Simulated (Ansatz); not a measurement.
Z-matrix (Å, degrees):
```
C
C 1 1.516
H 1 1.093 2 111.8
H 1 1.094 2 110.6 3 -120.7
H 1 1.096 2 110.3 3 119.8
C 2 1.516 1 111.0 3 -174.4
F 2 1.420 1 106.7 3 -58.6
Al 2 1.999 1 112.2 3 58.9
H 6 1.093 2 111.8 1 174.4
H 6 1.093 2 110.6 1 -65.0
H 6 1.096 2 110.3 1 54.5
H 8 1.584 2 121.2 1 -114.8
H 8 1.591 2 117.7 1 65.0
```

The species carries charge 0 and has multiplicity 1.

Question: List the r2SCAN/def2-TZVPP orbital energies in eV (the Gaussian-basis code of Ansatz). (Estimate.)

Answer: The calculation gave: Occupied: -1516.98, -665.41, -274.64, -273.06, -273.05, -110.51, -70.90, -70.61, -70.59, -30.74, -20.41, -18.19, -14.86, -12.33, -11.92, -11.43, -10.18, -10.04, -9.91, -9.38, -9.36, -7.99, -7.58, -6.17. Lowest empty: -2.02, 0.33, 0.98, 1.18, 1.81, 2.46, 2.71, 2.96.
